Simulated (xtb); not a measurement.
H$_{2}$O$_{3}$P (SMILES O=[P](O)O), doublet, at a GFN2-xTB geometry; GFN2-xTB run with xtb.

The xtb input:
```
$ xtb mol.xyz --gfn 2 --uhf 1 --hess --json

# file mol.xyz
6

O      1.42718126    -0.12789258     0.47029264
P      0.19930597     0.02167538    -0.31483825
O     -0.89924470    -1.16220642     0.03202880
O     -0.64801295     1.33248530     0.10149129
H     -0.49333564    -2.02094206     0.15200511
H     -1.53564298     1.35672076    -0.25993306
```

Predict the main parts of the log of this xtb run.


```
   ID    Z sym.   atoms
    1    8 O      1, 3, 4
    2   15 P      2
    3    1 H      5, 6

           -------------------------------------------------
          |                Calculation Setup                |
           -------------------------------------------------

           -------------------------------------------------
          |                 G F N 2 - x T B                 |
           -------------------------------------------------

          ...................................................
          :                      SETUP                      :
          :.................................................:
          :  # basis functions                  24          :
          :  # atomic orbitals                  23          :
          :  # shells                           11          :
          :  # electrons                        25          :
          :  max. iterations                   250          :
          :  Hamiltonian                  GFN2-xTB          :
          :  restarted?                      false          :
          :  GBSA solvation                  false          :
          :  PC potential                    false          :
          :  electronic temp.          300.0000000     K    :
          :  accuracy                    1.0000000          :
          :  -> integral cutoff          0.2500000E+02      :
          :  -> integral neglect         0.1000000E-07      :
          :  -> SCF convergence          0.1000000E-05 Eh   :
          :  -> wf. convergence          0.1000000E-03 e    :
          :  Broyden damping             0.4000000          :
          :  net charge                          0          :
          :  unpaired electrons                  1          :
          ...................................................

 iter      E             dE          RMSdq      gap      omega  full diag
   1    -15.7931130 -0.157931E+02  0.909E+00    7.58       0.0  T
   2    -15.8463579 -0.532449E-01  0.465E+00    7.30       1.0  T
   3    -15.8543984 -0.804044E-02  0.144E+00    7.11       1.0  T
   4    -15.8552652 -0.866826E-03  0.974E-01    7.13       1.0  T
   5    -15.8553504 -0.851570E-04  0.596E-01    7.06       1.0  T
   6    -15.8549571  0.393260E-03  0.555E-01    7.10       1.0  T
   7    -15.8555341 -0.577044E-03  0.105E-01    7.06       1.0  T
   8    -15.8555561 -0.219136E-04  0.316E-02    7.07       1.3  T
   9    -15.8555579 -0.189277E-05  0.757E-03    7.07       5.4  T
[...]
         :: total energy             -15.777567638940 Eh    ::
[...]
          :  scaling factor                  1.0000000      :
          :  rotor cutoff                   50.0000000 cm⁻¹ :
          :  imag. cutoff                  -20.0000000 cm⁻¹ :
          :.................................................:

    mode    ω/cm⁻¹     T·S(HO)/kcal·mol⁻¹    T·S(FR)/kcal·mol⁻¹   T·S(vib)
   ------------------------------------------------------------------------
       1    254.15    -0.50733 ( 99.85%)    -0.57464 (  0.15%)    -0.50743
   ------------------------------------------------------------------------

   temp. (K)  partition function   enthalpy   heat capacity  entropy
                                   cal/mol     cal/K/mol   cal/K/mol   J/K/mol
 298.15  VIB   3.11                 1325.664     10.503      6.703
         ROT  0.508E+05              888.752      2.981     24.514
         INT  0.158E+06             2214.417     13.484     31.218
         TR   0.705E+27             1481.254      4.968     39.072
         TOT                        3695.6706    18.4520    70.2895   294.0914

       T/K    H(0)-H(T)+PV         H(T)/Eh          T*S/Eh         G(T)/Eh
   ------------------------------------------------------------------------
    298.15    0.588943E-02    0.365440E-01    0.333968E-01    0.314714E-02
   ------------------------------------------------------------------------

         :::::::::::::::::::::::::::::::::::::::::::::::::::::
         ::                  THERMODYNAMIC                  ::
         :::::::::::::::::::::::::::::::::::::::::::::::::::::
         :: total free energy         -15.774420503959 Eh   ::
         ::.................................................::
         :: total energy              -15.777567638988 Eh   ::
         :: zero point energy           0.030654531358 Eh   ::
         :: G(RRHO) w/o ZPVE           -0.027507396329 Eh   ::
         :: G(RRHO) contrib.            0.003147135029 Eh   ::
         :::::::::::::::::::::::::::::::::::::::::::::::::::::

           -------------------------------------------------
          | TOTAL ENERGY              -15.777567638988 Eh   |
          | TOTAL ENTHALPY            -15.741023681730 Eh   |
          | TOTAL FREE ENERGY         -15.774420503959 Eh   |
          | GRADIENT NORM               0.000110720436 Eh/α |
          | HOMO-LUMO GAP               7.065940343366 eV   |
           -------------------------------------------------

normal termination of xtb
```
